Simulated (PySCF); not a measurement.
**Building multiplets from coupling constants**

Numbering as in the mapped SMILES `[CH3:1][C@H:2]1[C@@H:3]2[CH2:4][CH2:5][C@H:6]1[CH2:7]2`; H(Xn) means a hydrogen on atom n. Ha(C4), Ha(C5), Ha(C7) are cis to C1 on the ring; Hb(C4), Hb(C5), Hb(C7) are trans to C1 on the ring.

Theoretical values (PySCF 2.14): spin–spin couplings from B3LYP/pcJ-1 (without the spin–dipole term), σ from GIAO-PBE0/pcSseg-1, geometry: GFN2-xTB. One conformer, relativity neglected, fast rotation and ring inversion assumed for equivalent nuclei, gas phase.

Referencing at the same level of theory: ¹H (σ = 31.72 ppm) and ¹³C (σ = 186.93 ppm) vs TMS.

Spectrometer: 500 MHz for ¹H. First-order analysis; couplings under 1 Hz (under 4 Hz in carbon signals) are ignored, and nearly equal couplings are merged; the smaller ones broaden or split the lines further.

Task: What pattern does Ha(C7) show (¹H)?

Result: A doublet of triplets of triplets at δ 2.12: 8.3 Hz to Hb(C7) (1 × ¹H, 2 bonds away), 3.4 Hz to H(C3)/H(C6) (2 × ¹H, 3 bonds away), 2.3 Hz to Hb(C4)/Hb(C5) (2 × ¹H, 4 bonds away). Lines in Hz from the centre (relative intensity): +9.8 (1), +7.5 (2), +6.5 (2), +5.2 (1), +4.2 (4), +3.0 (1), +1.9 (2), +1.6 (1), +0.8 (2), -0.8 (2), -1.6 (1), -1.9 (2), -3.0 (1), -4.2 (4), -5.2 (1), -6.5 (2), -7.5 (2), -9.8 (1). The outer lines are 19.7 Hz apart, the sum of the couplings kept, or 0.039 ppm at this field.

Task: What pattern does C1 show in the proton-coupled ¹³C spectrum?

Result: A quartet at δ 15.2: 130.8 Hz to H(C1) (3 × ¹H, 1 bond away). Lines in Hz from the centre (relative intensity): +196.2 (1), +65.4 (3), -65.4 (3), -196.2 (1). The outer lines are 392.4 Hz apart, the sum of the couplings kept, or 3.121 ppm at this field.

Task: What pattern does H(C1) show (¹H)?

Result: A doublet at δ 1.24: 7.3 Hz to H(C2) (1 × ¹H, 3 bonds away). Lines in Hz from the centre (relative intensity): +3.6 (1), -3.6 (1). The outer lines are 7.3 Hz apart, the sum of the couplings kept, or 0.015 ppm at this field.

Task: What pattern does H(C2) show (¹H)?

Result: A quartet of doublets at δ 1.35: 7.3 Hz to H(C1) (3 × ¹H, 3 bonds away), 6.1 Hz to Hb(C7) (1 × ¹H, 4 bonds away). Lines in Hz from the centre (relative intensity): +14.0 (1), +7.9 (1), +6.7 (3), +0.6 (3), -0.6 (3), -6.7 (3), -7.9 (1), -14.0 (1). The outer lines are 28.0 Hz apart, the sum of the couplings kept, or 0.056 ppm at this field.

Unscaled 3J(H,H) at this level run about 10 % above measured values.
